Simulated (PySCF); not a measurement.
# Correlation energy of Cl (chlorine, neutral)

[Ne] 3s2 3p5, 2P determinant. Computed with PySCF 2.14 in aug-cc-pV(Q+d)Z with one added diffuse shell each of s, p, d, f, g type (8s7p6d4f3g, 114 functions), with no relativity, point nucleus. Frozen: [Ne]; 7 electrons correlated.

MP2 pair energies summed by pair of shells (mhartree):

```json
{"pair": "3p-3p", "energy": "-107.84", "share (%)": "60.9"}
{"pair": "3s-3p", "energy": "-59.10", "share (%)": "33.3"}
{"pair": "3s-3s", "energy": "-10.27", "share (%)": "5.8"}
```

Total MP2 correlation energy: -177.21 mhartree.

Same-spin part -38.55 and opposite-spin part -138.67 mhartree; SCS-MP2 scales them by 1/3 and 6/5 to -179.25 mhartree.
